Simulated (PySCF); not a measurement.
A geometry optimisation on p-cymene (`CC1=CC=C(C(C)C)C=C1`).

Method: PBE0-D3(BJ)/def2-SVP geometry optimisation, gas phase (PySCF 2.14.0). Start geometry: GFN2-xTB. A driver script takes a list of jobs; this job's settings line and coordinates (Å) are shown.

Input:
```
{"job": {"xc": "PBE0", "basis": "def2-SVP", "d3": "d3bj", "grid": 2, "kind": "geom"}, "charge": 0, "multiplicity": 1}
C      3.820382     0.022100    -0.140634
C      2.328370     0.019387     0.005093
C      1.503782    -0.252745    -1.078953
C      0.128137    -0.236878    -0.947373
C     -0.469432     0.053359     0.273075
C     -1.970408     0.071900     0.429426
C     -2.597876     1.146534    -0.461286
C     -2.567210    -1.303180     0.122339
C      0.356144     0.326336     1.355253
C      1.732735     0.310487     1.224487
H      4.137212    -0.673288    -0.914873
H      4.166161     1.018506    -0.419693
H      4.300832    -0.250297     0.796637
H      1.945329    -0.482118    -2.038958
H     -0.484398    -0.455599    -1.809818
H     -2.200159     0.318119     1.472488
H     -2.432435     0.921585    -1.512069
H     -2.160579     2.119237    -0.245566
H     -3.670719     1.202297    -0.287876
H     -2.401172    -1.572193    -0.917816
H     -3.639298    -1.300448     0.307969
H     -2.107632    -2.062971     0.750875
H     -0.083630     0.553481     2.316711
H      2.354131     0.526155     2.082400
```

Output:
```
step   0  E = -388.77791234  max force = 0.010896
step   1  E = -388.78034318  max force = 0.002287
step   2  E = -388.78036795  max force = 0.000329
step   3  E = -388.78036816  max force = 0.000328
optimisation converged
```

Energies in Eh; «max force» is the largest Cartesian gradient component in Eh/bohr.

Q: How much energy does the optimisation release, in eV?

A: E(step 0) − E(last step) = 0.002456 Eh, which is 0.067 eV.

In short: final energy -388.78037 Eh after 3 steps; dipole 0.08 D.

Q: How long does this job take on one thread, Arm Neoverse V1 (aarch64), no GPU (shared host)? And the peak memory of the process?

A: About 96 s, with 1.1 GiB resident at the peak, the Python interpreter and its libraries included.
Labels such as C1 count atoms from 1, the log's own numbers from 0.
